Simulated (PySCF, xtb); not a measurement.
In(F)(SH)2 (FH2InS2), SMILES [F][In]([SH])[SH].

GFN2-xTB (xtb) at its own geometry gives an orbital gap of 2.06 eV and a dipole moment of 2.77 D.

The structure is a stationary point at B3LYP-D3(BJ)/def2-SVP. The def2 effective core potentials stand for the cores of In; spin–orbit coupling is left out. One conformer was computed; it need not be the lowest.

What does PySCF with r2SCAN/def2-TZVP give? (Estimate from the structure and the level; the computed values follow.)

gap 3.91 eV (levels -6.96 and -3.05 eV), dipole 2.11 D.
